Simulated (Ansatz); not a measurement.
CH₇Al₂B, SMILES `C[BH][AlH][AlH2]`, relaxed with RKS PBE-D4/def2-SVP in Ansatz 0.2.0 from a rough embedded geometry. The force threshold is 0.03 eV/Å; the program also tests the step.

Charge 0, multiplicity 1.

Start:

```xyz
11

C     0.098    1.743   -0.401
B    -1.179    0.882   -0.291
Al   -0.966   -1.095    0.144
Al    1.324   -2.119    0.576
H     0.656    1.801    0.578
H     0.783    1.433   -1.164
H    -0.200    2.821   -0.616
H    -2.236    1.306   -0.439
H    -2.296   -2.068    0.286
H     1.464   -3.611    0.892
H     2.552   -1.095    0.435
```

Problem. How much energy does the relaxation release, and in how many steps? (An estimate is asked.)

Solution. The calculation gave: 78.10 kJ/mol, in 22 steps, 2 of them rejected.

Problem. Which bonds change most? (Estimate.)

Solution. Computed: B2–Al3 from 2.035 to 2.122 Å; Al4–H10 from 1.532 to 1.614 Å; B2–H8 from 1.149 to 1.229 Å; Al3–Al4 from 2.546 to 2.595 Å.

Problem. Give the relaxed structure. (Best estimate.)

Solution. Ansatz gave: 
```xyz
11

C    -0.263    2.113   -0.655
B    -0.921    0.892    0.075
Al   -0.604   -1.178   -0.266
Al    1.315   -2.516    0.857
H     0.506    2.482    0.072
H     0.258    1.927   -1.614
H    -0.962    2.971   -0.767
H    -1.639    1.172    1.032
H    -1.624   -2.000   -1.216
H     1.161   -3.202    2.310
H     2.771   -2.662    0.171
```
